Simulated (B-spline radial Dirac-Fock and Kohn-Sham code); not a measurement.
Dipole and non-dipole photoemission parameters of Rh⁴⁺ 2s

System: the Rh⁴⁺ ion, [Kr] 4d5; threshold 3450.2 eV (orbital energy of the model). Calculated with an atomic code on a B-spline grid, using Dirac-Hartree-Slater photoionisation with a Latter tail; cross sections with all multipoles, angular parameters from the dipole term and its interference with E2.

```
hν (eV)  σ (kb)      β       γ
   3830    31.7  1.994   0.506
   4000    29.6  1.994   0.342
   4500    24.1  1.995   0.071
 5414.7       ?      ?       ?
   6000    14.3  1.995  -0.081
  12000    3.46  1.995   0.655
```

**Question.** Give the values at Cr Kα (5414.7 eV).

**Answer.** σ = 17.3 kb, β = 1.995, γ = -0.081. For an s subshell δ is negligible.
